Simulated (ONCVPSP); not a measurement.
## Configuration tests for Li (ONCV)

```
Element                 : lithium (Li)
Generator               : ONCVPSP 4.0.1
Type                    : optimised norm-conserving Vanderbilt (ONCV)
Functional              : PBE
Relativity              : fully relativistic
Frozen core             : none
Valence charge          : 3
Reference configuration : 1s2 2s1
Partial waves           : 1s+2s: rc 1.30 bohr, ncon 4, nbas 7, qcut 12.2 1/bohr, 2 projectors; p scattering state at 0.23 Ha: rc 1.10 bohr, ncon 5, nbas 10, qcut 6.1 1/bohr, 3 projectors, debl 1.8 Ha
Local potential         : polynomial inside 0.95 bohr (lpopt 5, dvloc0 4 Ha)
Core correction         : none
```

Open shells are filled in proportion to 2j + 1.

Energies are relative to the spin-unpolarised reference configuration 1s2 2s1; without spin polarisation the order of configurations can differ from experiment.

| valence configuration | charge | ΔE all-electron (eV) | error AE − PS (meV) |
| --- | --- | --- | --- |
| 1s2 2s0 | +1 | 5.296 | +0.3 |
| 1s2 2s0 2p1 | 0 | 1.787 | +0.4 |
| 1s1 2s1 | +1 | 68.407 | +909 |

Q: What are ΔE and the potential's error for 1s2 2s0.5?

A: ΔE = 2.049 eV all-electron; the error (AE − PS) is +0.1 meV.

These tests converged, but a pseudo level misses the all-electron one widely, so the file describes the atom poorly there or has found another state: 1s2 2s0 2p1: empty 2s by 3.4 eV.
